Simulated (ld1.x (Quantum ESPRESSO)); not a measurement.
u(r) = r·R(r): atom against pseudo-atom (Al (Z = 13))

Columns: radius, all-electron u(r) and pseudo u(r) of the 3s shell (level -23.94 eV) of aluminium in the configuration [Ne] 3s1 3p0; LDA (PZ), scalar-relativistic, PAW scheme, ld1.x (Quantum ESPRESSO) 7.5.

| r (bohr) | all-electron | pseudo |
| --- | --- | --- |
| 0.105 | 0.1353 | 0.0540 |
| 0.210 | -0.1201 | 0.1080 |
| 0.315 | -0.3027 | 0.1621 |
| 0.420 | -0.3563 | 0.2163 |
| 0.525 | -0.3121 | 0.2704 |
| 0.630 | -0.2093 | 0.3242 |
| 0.735 | -0.0780 | 0.3773 |
| 0.840 | 0.0615 | 0.4294 |
| 0.945 | 0.1968 | 0.4799 |
| 1.050 | 0.3205 | 0.5281 |
| 1.155 | 0.4286 | 0.5733 |
| 1.260 | 0.5196 | 0.6147 |
| 1.365 | 0.5934 | 0.6516 |
| 1.470 | 0.6508 | 0.6832 |
| 1.575 | 0.6929 | 0.7087 |
| 1.680 | 0.7213 | 0.7276 |
| 1.785 | 0.7377 | 0.7393 |
| 1.890 | 0.7435 | 0.7436 |
| 1.995 | 0.7402 | 0.7402 |
| 2.100 | 0.7294 | 0.7294 |
| 2.205 | 0.7125 | 0.7125 |
| 2.310 | 0.6905 | 0.6905 |
| 2.415 | 0.6646 | 0.6646 |
| 2.520 | 0.6359 | 0.6359 |
| 2.625 | 0.6051 | 0.6051 |
| 2.730 | 0.5729 | 0.5729 |

(1) How many radial nodes do the two functions have?

(2) At about which radius was the pseudo-wave matched?

(3) Where does each function peak?

(4) Is the pseudo-wave norm-conserving?

Answers

(1) The all-electron 3s function has n − l − 1 = 2; the pseudo-wave has 0, since the states of the same l below it are removed with the core.

(2) 2.00 bohr. The columns agree to 0.0005 from 1.89 bohr on; several derivatives are matched, so the curves merge somewhat inside the radius.

(3) Outermost all-electron maximum near 1.89 bohr, pseudo maximum near 1.89 bohr (to the table’s step).

(4) No, it belongs to a PAW set: the norm inside the radius is not constrained, and the difference is carried by the augmentation charge.
